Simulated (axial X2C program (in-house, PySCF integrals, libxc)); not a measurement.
MgV: from the spin-free to the two-component result

Calculated with an in-house all-electron X2C program for linear molecules (integrals from PySCF). Spin-free means the one-electron spin-free X2C Hamiltonian; two-component (2c) means X2C with spin–orbit coupling and atomic mean-field two-electron Coulomb and Gaunt terms, so the difference of the two also holds small scalar two-electron terms. Basis: V dyall-cv3z [10s10p6d4f2g], Mg dyall-cv3z [9s8p6d3f] (cores contracted in-house); Gaussian nuclei, density fitting, unrestricted open shells. Masses: V 50.944 u, Mg 23.985 u.

Spin-free state: M_S = 5/2, Λ = 0 (beyond evenly filled blocks: σα, π+α, π-α, δ+α, δ-α); fragments V + Mg.

| level | Re (Å) | ωe (cm⁻¹) | μ (D) |
| --- | --- | --- | --- |
| PBE0 | 3.013 | 149.5 | 0.05 |
| MP2 | 3.192 | 105.8 | n/a |
| CCSD | 3.142 | 118.7 | n/a |
| CCSD(T) | 3.064 | 133.4 | n/a |
| TPSSh | 2.964 | 163.5 | -0.07 |

Correlated methods: 7 electrons correlated (number of frozen shells: V 3 s, 2 p; Mg 2 s, 1 p), 325 virtual spin orbitals or spinors in MP2, 89 natural virtuals in coupled cluster.

Dipoles are positive if Mg is the positive end.

Two-component determinant lowest at the distance of the search:

Ω = 5/2 (⟨Sz⟩ = 2.50, ⟨Lz⟩ = 0.00 at HF); fragments V + Mg.

| level | Re (Å) | ωe (cm⁻¹) | μ (D) |
| --- | --- | --- | --- |
| PBE0 | 3.014 | 149.3 | 0.05 |
| MP2 | 3.194 | 105.6 | n/a |
| CCSD | 3.144 | 118.2 | n/a |
| CCSD(T) | 3.066 | 133.0 | n/a |
| TPSSh | 2.965 | 163.3 | -0.07 |

**Question.** From the two tables, how do the constants change at the CCSD(T) level (2c against spin-free)?

**Answer.** At the CCSD(T) level Re increases by 0.002 Å and ωe decreases by 0.4 cm⁻¹.

The state is a single determinant with fixed occupations, the lowest that a limited PBE0 search found. De is not given where an atomic determinant may have missed its ground term or J level, or where the truncated virtual space spoils (T). Density functionals use the spin component along the axis (collinear). CCSD and (T) use frozen natural virtuals with an MP2 correction for the truncation; (T) itself is uncorrected, so its De runs slightly low. PBE0 can misorder states that lie within some tenths of an eV, so this need not be the ground state of the molecule. The nearest other spin-free determinant of the search, M_S = 5/2, Λ = 1, lies 0.05 eV up at the distance of the search. The functionals have no current-density term, which raises determinants with orbital currents, atoms included. The spin of this state cannot come from the lowest atoms; the curve heads to a higher limit, and no De is given. With several unpaired electrons one determinant need not be a pure state. A state of lower Ω lies just above, and one determinant can place such states too high, so the state shown need not be the lowest. The search has Ω = 1/2 only 0.03 eV up. The outer-core s and p shells of the metal are frozen in the correlated rows, which leaves out core–valence correlation; for alkali and alkaline-earth bonds that tends to lengthen them. This is the top spin component of a Σ state; components of lower Ω are not single determinants and can lie lower. The T1 diagnostic is large, a sign of multireference character.
